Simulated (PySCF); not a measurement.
## Calculated NMR parameters of [SiH3][Si]1([SiH3])O[SiH2]OC[SiH2]1

| Item | Value |
| --- | --- |
| Formula | CH12O2Si5 |
| SMILES | [SiH3][Si]1([SiH3])O[SiH2]OC[SiH2]1 |
| Point group of the computed structure | C1 |
| Degrees of unsaturation | 1 |
| Carbon signals | 1 |
| Proton signals | 4 |

Structure with atom numbers: `[SiH3:1][Si:2]1([SiH3:3])[O:4][SiH2:5][O:6][CH2:7][SiH2:8]1`; H(Xn) means a hydrogen on atom n.

PySCF 2.14 calculation with structure optimised with GFN2-xTB and GIAO PBE0/pcSseg-1 shieldings; non-relativistic Hamiltonian, in vacuum, single conformer, rapidly exchanging positions averaged.

Referencing at the same level of theory: TMS for ¹H (σref 31.72), ¹³C (σref 186.93), ²⁹Si (σref 349.16); ¹⁷O (σref 336.08) vs H2O.

```tsv
carbon	δC, type	δH (multiplicity)	HMBC from (2–3 bonds)	span of the C tensor (ppm)
C7	54.9, CH2	4.55 (m)	H(Si5), H(Si8)	92
```

Other nuclei:
| atoms | nucleus | environment | δ (ppm) | σ (ppm) |
| --- | --- | --- | --- | --- |
| H(Si5) | ¹H | hydrogen on a silicon bonded to 2 O, in a 6-membered ring | 4.69 | 27.02 |
| H(Si8) | ¹H | hydrogen on a silicon bonded to C, Si, in a 6-membered ring | 4.08 | 27.64 |
| H(Si1)/H(Si3) | ¹H | hydrogen on a silicon bonded to Si | 3.74 | 27.98 |
| Si2 | ²⁹Si | silicon bonded to O, 3 Si, in a 6-membered ring | -4.0 | 353.1 |
| Si5 | ²⁹Si | silicon bonded to 2 O, 2 H, in a 6-membered ring | -39.6 | 388.8 |
| Si8 | ²⁹Si | silicon bonded to C, Si, 2 H, in a 6-membered ring | -84.0 | 433.1 |
| Si1/Si3 | ²⁹Si | silicon bonded to Si, 3 H | -110.7 | 459.8 |
| O6 | ¹⁷O | oxygen bonded to C, Si, in a 6-membered ring | 27.6 | 308.4 |
| O4 | ¹⁷O | oxygen bonded to 2 Si, in a 6-membered ring | 15.1 | 321.0 |

- δC 54.9: sp3 CH2 bonded to O and Si; the inductive effect lowers its shielding.
- δH 4.69: hydrogen on a silicon bonded to 2 O, in a 6-membered ring.
- δH 4.55: hydrogen on an sp3 CH2 bonded to O and Si; its carbon carries O, an electronegative neighbour.
- δH 4.08: hydrogen on a silicon bonded to C, Si, in a 6-membered ring.
- δH 3.74: hydrogen on a silicon bonded to Si.

Shifts are as computed. Against solution values, carbons near 30 ppm lie about +3 ppm off and those near 130 ppm about +5 ppm. Of 1211 compounds with measured shifts, 218 miss one by over three times the rms of a fit or turn the order of signals round; such compounds aren't used in these exercises. Experimental scales use liquid or dissolved standards, which lie at an offset from isolated H2O (liquid H2O: subtract about 36 ppm). No couplings were computed; multiplicities are counted from neighbouring protons, with m where these are inequivalent, close in shift, in a saturated or five-membered ring or joined by F or P, and br s for small geminal =CH2 splittings.
